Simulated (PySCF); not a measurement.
Sn(F)(SH)3 (FH₃S₃Sn), SMILES [SH][Sn]([F])([SH])[SH].

The structure is a stationary point at B3LYP-D3(BJ)/def2-SVP. The structure was generated by enumeration; whether it is a known compound was not checked. The def2 effective core potentials stand for the cores of Sn; spin–orbit coupling is left out. Other conformers were not sampled.

Two levels are set side by side: PBE/def2-TZVP (PySCF) and B3LYP/def2-TZVP (PySCF). Same geometry, gas phase. Differences are taken from unrounded values.

```tsv
quantity	B3LYP
orbital gap (eV)	4.83
highest occupied level (eV)	-7.67
lowest empty level (eV)	-2.84
dipole moment (D)	1.38
mean polarisability (bohr³)	100.5
```

Q: What does PBE give, and how far is it from B3LYP? (The exact figures need the calculation; the answer reports its results.)

A: 
```tsv
quantity	PBE	PBE minus B3LYP
orbital gap (eV)	3.28	-1.56
highest occupied level (eV)	-6.68	0.99
lowest empty level (eV)	-3.41	-0.57
dipole moment (D)	1.29	-0.10
mean polarisability (bohr³)	102.7	2.3
```

PBE's occupied levels lie high since its potential decays too fast outside the molecule; exact exchange lowers them and widens the gap. Differences between two approximate levels are no errors against the true value.

Rough cost on one machine, each run with all the roots and properties that it gave: B3LYP against PBE within a factor of 2.
